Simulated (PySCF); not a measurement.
**Core-level binding energies of `[BH3-][N@H+](C)C1CCC1`**

C5H14BN.
Atom-mapped SMILES: `[BH3-:1][N@H+:2]([CH3:3])[CH:4]1[CH2:5][CH2:6][CH2:7]1`

Method used: delta-SCF UKS SCAN, pcX-2 on the ionised atom, pcseg-1 elsewhere, spin-free X2C (PySCF 2.14.0). Binding energies are ΔSCF values: E(core-ionised, relaxed orbitals) − E(ground state) at a fixed geometry, referred to the vacuum level.

**Question.** Give the core binding energies atom by atom.

**Answer.** 
| atom(s) | bonded to | level | binding energy (eV) | above the level's lowest (eV) | count |
| --- | --- | --- | --- | --- | --- |
| N2 | 2 C, H and B | N 1s | 406.81 | 0.00 | 1 |
| C3 | N and 3 H | C 1s | 292.06 | +1.23 | 1 |
| C4 | N, 2 C and H | C 1s | 291.82 | +0.99 | 1 |
| C5 | 2 C and 2 H | C 1s | 291.01 | +0.18 | 1 |
| C6 | 2 C and 2 H | C 1s | 290.93 | +0.10 | 1 |
| C7 | 2 C and 2 H | C 1s | 290.83 | 0.00 | 1 |
| B1 | N and 3 H | B 1s | 193.36 | 0.00 | 1 |

Lowest listed C 1s: C7, bonded to 2 C and 2 H. Highest, 1.23 eV above it: C3, bonded to N and 3 H. Summing the Pauling electronegativity differences to the bonded atoms, each weighted by its formal bond order, gives -0.70 for the lowest site and -0.56 for the highest; the largest sum, +0.14, belongs to C4, 0.24 eV below the top.

**Question.** Which effective nuclear charge Zeff reproduces each element's mean 1s value in the hydrogen-like formula E = 13.606 eV × Zeff²?

**Answer.** B (Z = 5): mean 193.4 eV, Zeff = 3.77, Z − Zeff = 1.23; C (Z = 6): mean 291.3 eV, Zeff = 4.63, Z − Zeff = 1.37; N (Z = 7): mean 406.8 eV, Zeff = 5.47, Z − Zeff = 1.53. Means run over the listed sites, weighted by atom count.

Geometry: PBE0-D3(BJ)/def2-SVP, one conformer, isolated molecule.

Conformer computed: `[BH3-:1][N@H+:2]([CH3:3])[CH:4]1[CH2:5][CH2:6][CH2:7]1`: B1–N2–C4–C5 -172°.
